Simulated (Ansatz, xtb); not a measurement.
**A geometry optimisation of CCl2F3Si+ with r2SCAN-D4/def2-SVP**

The starting geometry of this gas-phase singlet was built from a drawn formula by distance geometry and a force field; its bonds are those of `F[Si+](F)C(F)(Cl)Cl`.

```yaml
atoms:
  - { symbol: C, position_ang: [1.8778, 1.4153, 0.4039] }
  - { symbol: Cl, position_ang: [3.3978, 1.8978, -0.3041] }
  - { symbol: Cl, position_ang: [1.1354, 2.8207, 1.2165] }
  - { symbol: F, position_ang: [1.3064, -0.5575, -1.5955] }
  - { symbol: F, position_ang: [0.3837, 1.8562, -2.0283] }
  - { symbol: F, position_ang: [2.0355, 0.4919, 1.3522] }
  - { symbol: Si, position_ang: [0.7182, 0.7825, -0.8480] }
```

**Question.** Where would you expect an optimisation with r2SCAN-D4/def2-SVP to take it?

**Answer.** It rearranges to `F[C+](Cl)[Si](F)(F)Cl`. Contacts that open: C1–Cl2 (1.74 → 3.08 Å). Contacts that close: Cl2–Si7 (2.95 → 1.99 Å).

The energy falls by 2.93 eV over 16 steps:

```tsv
step	E − E(last) (eV)
1	2.928
3	2.095
4	1.854
6	1.294
8	0.391
9	0.151
11	0.027
13	0.001
14	0.000
16	0.000
```

Final geometry (Å):

```xyz
7

C     1.4103    1.3584    0.7955
Cl    3.4636    1.6058   -1.4874
Cl    0.7662    2.7149    1.4527
F     1.2868   -0.4946   -1.2874
F     0.4695    1.9774   -1.7505
F     1.8703    0.4959    1.6019
Si    1.5880    1.0491   -1.1281
```

From the same start GFN2-xTB reaches the same bonding as this run.

The end wasn't checked by frequencies. Run with Ansatz 0.2.0, 56 s on 2 threads of Intel(R) Xeon(R) Platinum 8259CL CPU @ 2.50GHz (Skylake/Cascade Lake), with other jobs on the host.
